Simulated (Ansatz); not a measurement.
Species: [Zr(OH)2(NH2)2] (charge 0, multiplicity 1), formula H6N2O2Zr.

Question: How many basis functions does frozen-core CCSD(T)/def2-TZVPP // PBE-D3(BJ)/def2-SVP in Ansatz (a program for electronic structure) use, how many core orbitals are frozen, and how many electrons are correlated?

Answer: 264 basis functions and 4 frozen orbitals, which leaves 40 correlated electrons. Core time is of the order of minutes.
